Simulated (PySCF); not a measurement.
1,3-azasiletidine (C2H7NSi), SMILES N1C[SiH2]C1.

Geometry: PBE-D3(BJ)/def2-SVP.

Calculation: PySCF with SMD-ωB97X/6-31G*.

Solvation free energies are E(SMD) − E(gas) at the gas-phase geometry, for 1 M in both phases. In vacuum the dipole moment is 1.12 D.

### Question
Estimate the solvation free energies in water, acetone, dichloromethane. (The exact figures need the calculation; the answer reports its results.)

### Answer

```tsv
solvent	ΔG(solv) (kcal/mol)	its non-electrostatic (CDS) part	dipole (D)
water	-0.5	2.8	1.53
acetone	-3.0	0.1	1.50
dichloromethane	-3.1	-0.3	1.45
```
